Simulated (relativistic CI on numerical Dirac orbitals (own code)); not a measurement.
Calculated at this level of theory: Dirac-Coulomb-Breit CI, orbitals from a KLI potential per configuration, model QED, unscaled Slater integrals (own radial code, finite nucleus).

The strongest absorption lines from the ground level of an ion, among the configurations computed and to levels below about 15100 eV (vacuum wavelength in Å, gf): 0.8289 (0.1), 0.8393 (0.063), 0.9757 (0.00011), 1.0771 (0.35), 1.1069 (0.00084), 1.1204 (0.27), 7.1070 (0.26), 59.956 (0.0087).

Task: Which ion is it?
A. Hg⁷⁶⁺
B. Sm⁵⁸⁺
C. W⁷⁰⁺
D. W⁷²⁺

Result: C. W⁷⁰⁺ has 4 electrons and the ground level 2s2 1S_0; the strongest line goes to 2s 3p 1P°_1. The pattern of lines fixes the number of electrons, and along that sequence the line energies rise steadily with the charge (about as its square where n changes within one kind of shell, about linearly where n is kept but much faster in heavy ions where fine structure, which grows about as Z⁴, sets the gap, and irregularly where shells cross), which fixes Z. Configurations outside the model, such as inner-shell arrays, can give stronger lines. At this charge energies of transitions that change n are usually good to better than 1 %, and those within a shell (Δn = 0) to a few per cent.

LS names give the leading component of a level, which can be under half, so a name can repeat, a term be missing and a line seem to break the LS rules.
